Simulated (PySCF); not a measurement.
A structure optimised at PBE0-D3(BJ)/def2-SVP, used in a PySCF frequency run:

```xyz
11

B     -0.2248    -0.3303     0.7413
H     -1.1243    -1.1221     0.8947
Cl     1.0477    -0.2344     1.9522
O     -0.1558     0.4816    -0.3142
C     -1.1183     0.4608    -1.3546
C     -0.5133    -0.0891    -2.6245
H     -1.9945    -0.1342    -1.0440
H     -1.4539     1.4995    -1.5024
H     -0.2089    -1.1386    -2.4930
H     -1.2432    -0.0422    -3.4465
H      0.3743     0.4920    -2.9146
```
Charge 0, spin multiplicity 1.

### Question
Write its SMILES and formula.

### Answer
CCOBCl, C2H6BClO

### Question
What are its rotational constants (standard atomic weights)?

### Answer
17.028, 1.4934, 1.4562 GHz
